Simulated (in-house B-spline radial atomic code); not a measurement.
A fraction x of an electron is moved 3p → 3d in Cl⁴⁺, starting from [Ne] 3s2 3p1 and keeping the highest spin. Computed with a radial B-spline atomic code at the basis-set limit: non-relativistic LC-wPBE, spin-polarised, spherical fractional occupations, point nucleus.

Caution: exact exchange at fractional occupations of open shells leaves self-interaction of up to several eV.

```json
{"x": "0", "E(x) - E(0) (eV)": "0.0000", "3p up level (eV)": "-58.954", "3d up level (eV)": "-"}
{"x": "0.125", "E(x) - E(0) (eV)": "2.8939", "3p up level (eV)": "-58.654", "3d up level (eV)": "-35.801"}
{"x": "0.25", "E(x) - E(0) (eV)": "?", "3p up level (eV)": "?", "3d up level (eV)": "?"}
{"x": "0.375", "E(x) - E(0) (eV)": "8.4581", "3p up level (eV)": "-58.044", "3d up level (eV)": "-36.384"}
{"x": "0.5", "E(x) - E(0) (eV)": "?", "3p up level (eV)": "?", "3d up level (eV)": "?"}
{"x": "0.625", "E(x) - E(0) (eV)": "13.7235", "3p up level (eV)": "-57.420", "3d up level (eV)": "-36.957"}
{"x": "0.75", "E(x) - E(0) (eV)": "16.2438", "3p up level (eV)": "-57.104", "3d up level (eV)": "-37.240"}
{"x": "0.875", "E(x) - E(0) (eV)": "18.6893", "3p up level (eV)": "-56.785", "3d up level (eV)": "-37.521"}
{"x": "1", "E(x) - E(0) (eV)": "21.0596", "3p up level (eV)": "-", "3d up level (eV)": "-37.800"}
```

Problem. What belongs in the row x = 0.25?

Solution. An energy change of 5.7133 eV; 3p up at -58.351 eV, 3d up at -36.093 eV.

Problem. What belongs in the row x = 0.5?

Solution. An energy change of 11.1282 eV; 3p up at -57.734 eV, 3d up at -36.672 eV.

Problem. Check Janak's theorem between x = 0.625 and 0.75.

Solution. The slope of the energy is 20.16 eV; the orbital levels give 20.16 eV (ε of the receiving orbital less ε of the emptying one, averaged over the two points).
